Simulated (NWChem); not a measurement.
Species: ZrBr4; SMILES [Br][Zr]([Br])([Br])[Br]

Results from NWChem. Structure relaxed at the PBE-D3(BJ)/def2-SVP level. Not confirmed as a minimum by frequencies. def2 effective core potentials on Zr; no spin-orbit coupling. Level M06-2X/def2-SVP: energy and gradient on several grids; changes count from the extra-fine grid, which is no exact limit either.

Task: Which is the coarsest grid (fine; medium; xcoarse; coarse; xfine) from which on the energy stays within 500 μHa and each gradient component within 500 μHa/bohr of xfine?

Result: xcoarse.
| grid | size of the energy change (μHa) | largest change of a gradient component (μHa/bohr) |
|---|---|---|
| xcoarse | < 10 | 100 |
| coarse | < 10 | 50 |
| medium | < 10 | < 30 |
| fine | < 10 | < 30 |
| xfine | < 10 | < 30 |
